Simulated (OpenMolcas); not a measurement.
**Ni2+: ligand-field states by method**

Ni2+ with its 6 nearest fluoride ions at 2.062 Å, on the Y site of Cs2NaYF6 (a = 9.075 Å, distance in the model lattice 2.178 Å). The rest of the host is ab initio model potentials to 7.6 Å, with orthogonalisation functions on the cations behind the ligands, and point charges beyond; the distance is set by hand and nothing relaxes, and no local charge compensation is placed. Ligand basis ANO-RCC-VDZP.
```
Ni    0.0000    0.0000    0.0000
F     2.0620    0.0000    0.0000
F     0.0000    2.0620    0.0000
F    -2.0620    0.0000    0.0000
F     0.0000   -2.0620    0.0000
F     0.0000    0.0000    2.0620
F     0.0000    0.0000   -2.0620
```

```yaml
Program: OpenMolcas 26.06
Basis: ANO-RCC-VTZP [6s5p3d2f1g]
Scalar_Hamiltonian: DKH2, point nucleus
Active_space: 8 electrons in 5 orbitals (3d)
State_averaging: 2S+1 = 3 even, 10 roots; 2S+1 = 1 even, 15 roots
Spin-orbit_coupling: RASSI with atomic mean-field integrals over the reference wave functions
```

I. CASSCF
II. SS-CASPT2, IPEA 0.25 Eh, imaginary shift 0.1 Eh (closed shells correlated: 3s 3p and the ligand valence shells)

Spin-free states (labels of O, the rotations of Oh) in cm-1, each column counted from its own energy of the first state listed:

```json
{"State": "3A2", "Degeneracy": "1", "I": "0", "II": "0"}
{"State": "3T2", "Degeneracy": "3", "I": "5641", "II": "7300"}
{"State": "3T1", "Degeneracy": "3", "I": "9873", "II": "11600"}
{"State": "1E", "Degeneracy": "2", "I": "18660", "II": "14140"}
{"State": "1T2", "Degeneracy": "3", "I": "23341", "II": "20550"}
{"State": "3T1", "Degeneracy": "3", "I": "26475", "II": "23410"}
{"State": "1A1", "Degeneracy": "1", "I": "28951", "II": "24030"}
{"State": "1T1", "Degeneracy": "3", "I": "30639", "II": "28130"}
{"State": "1E", "Degeneracy": "2", "I": "33728", "II": "32680"}
{"State": "1T2", "Degeneracy": "3", "I": "34484", "II": "32970"}
{"State": "1A1", "Degeneracy": "1", "I": "68907", "II": "58200"}
```

From I to II, I's first state of the same spin (3T2) moves from 5641 to 7300 cm-1, by about +1700 cm-1.

From I to II, I's first state of another spin (1E) moves from 18660 to 14140 cm-1, by about -4500 cm-1.

I: A least-squares ligand-field fit to the states below 45000 cm-1, each weighted by its degeneracy and with a free common offset, gives 10Dq = 5505 cm-1, B = 1290 cm-1 and C = 4757 cm-1 (C/B = 3.69), with an rms deviation of 68 cm-1. 

χT at 300 K: I 1.54, II 1.42 cm3 K/mol.

Roots that are degenerate in the reference are averaged as groups; the widest CASPT2 spread within a group is 45 cm-1 (the 3-fold group of multiplicity 3 near 11600 cm-1 above the lowest state of its run, II). Shifts and gaps below about the spread of the groups concerned are not significant. Over all roots computed the reference weight is 0.71 to 0.72 in II; a low but even weight reflects the number of correlated electrons. Ligand-to-metal charge-transfer states are missing. Without dynamic correlation the repulsion within the d shell is too large (B by tens of per cent), so at a given field states of lower spin stand too high (holds for I). With no ligand orbital active B as a rule stays too high, so bands that hang on it stand too high and its fall with covalency is understated (holds for I). With metal d orbitals alone and no dynamic correlation 10Dq can be off by a tenth to a fifth, either way, in oxide and fluoride hosts (holds for I). A single d shell leaves out the double-shell effect, which counts most for late 3d ions, where the CASPT2 field can be off either way by tens of per cent (holds for II). These CASPT2 states fit no ligand-field parameters well, so their order and spin gaps are uncertain (holds for II). For late 3d ions with one d shell CASPT2 can put B and the spin-flip bands somewhat low as well as high (holds for II). With one d shell and no ligand orbital active, 10Dq can be off by tens of per cent for divalent 3d ions, low with halides held by bare charges and at times high in hosts, and the orbital part of g and χT goes as 1/10Dq (holds for II). Free-ion shares, where given, are those of the reference states; single-state CASPT2 does not remix them (holds for II). No measured value stands beside these numbers; the geometry was set by hand and not optimised.
